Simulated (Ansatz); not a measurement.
Consider the ligand exchange at the Si–C bond: `B[SiH2]CF` + `N[SiH2]F` → `B[SiH2]N[SiH2]F` + fluoromethane.

Isolated molecules relaxed with PBE0-D4/def2-TZVP in Ansatz; ΔE leaves out vibrations. CBS: MP2 limit from def2 TZ/QZ plus the TZ coupled-cluster correction, frozen cores. This one scheme is used for every species. Functionals use def2-TZVPP. B3LYP here is the variant with VWN-RPA as its local correlation; programs differ in this. HSE06 is defined as in plane-wave codes. One conformer a species, not always the lowest.

(1) Is it downhill or uphill in electronic energy at CCSD(T)/CBS, and by how much? (Best estimate.)

(2) What do these levels give: PBE-D4, r2SCANh-D4, HSE06-D4, BHLYP-D4, ωB97M-V, revPBE, B3LYP, r2SCAN0, HSE06, MP2/def2-SVP, HF/def2-QZVPP, SCS-MP2/def2-QZVPP? (An estimate is asked.)

Largest T1 diagnostic among the species: 0.012.

Results:

(1) Ansatz gave: Downhill: ΔE = -68.8 kJ/mol.

(2) Computed: PBE-D4 -62.3, r2SCANh-D4 -69.5, HSE06-D4 -65.3, BHLYP-D4 -71.9, ωB97M-V -69.1, revPBE -46.9, B3LYP -55.9, r2SCAN0 -68.5, HSE06 -59.9, MP2/def2-SVP -83.2, HF/def2-QZVPP -57.4, SCS-MP2/def2-QZVPP -70.7 kJ/mol.

From PBE to PBE0 (25 % exact exchange), in def2-TZVPP and without D4, ΔE moves by −4.4 kJ/mol. At CCSD(T), def2-SVP lies −10.9 kJ/mol from the extrapolated value and def2-TZVPP −1.0 kJ/mol.
